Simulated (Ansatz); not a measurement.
`CB(C)C` and `C[B](C)[SnH3]` differ in one atom or group.

Ansatz, PBE0-D4/def2-TZVP geometries, multiplicity 1. 

Elements past krypton have def2 core potentials.

| property | `CB(C)C` |
| --- | --- |
| size of the dipole moment (PBE/def2-TZVPP) / D | 0.09 |
| HOMO energy (PBE0/def2-TZVPP) / eV | -8.49 |
| LUMO energy (ωB97M-V/def2-TZVPP) / eV | 1.87 |
| HOMO energy (B3LYP/def2-TZVPP) / eV | -8.30 |
| LUMO energy (B3LYP/def2-TZVPP) / eV | -0.33 |
| HOMO–LUMO gap (ωB97M-V/def2-TZVPP) / eV | 12.68 |

What does the change do to each property? (Best estimate.)

Ansatz gave: 
```csv
property,`C[B](C)[SnH3]`,shift
size of the dipole moment (PBE/def2-TZVPP) / D,2.11,2.02
HOMO energy (PBE0/def2-TZVPP) / eV,-7.23,1.26
LUMO energy (ωB97M-V/def2-TZVPP) / eV,0.56,-1.31
HOMO energy (B3LYP/def2-TZVPP) / eV,-7.06,1.24
LUMO energy (B3LYP/def2-TZVPP) / eV,-1.57,-1.24
HOMO–LUMO gap (ωB97M-V/def2-TZVPP) / eV,9.88,-2.80
```

With PBE0 the HOMO rises by 1.26 eV and the LUMO falls by 1.28 eV, so the gap narrows by about 2.54 eV. PBE moves the HOMO by 0.97 eV and ωB97M-V by 1.51 eV. Dipoles are sizes alone; their direction can turn.

B3LYP here is the variant with VWN-RPA as its local correlation; programs differ in this.
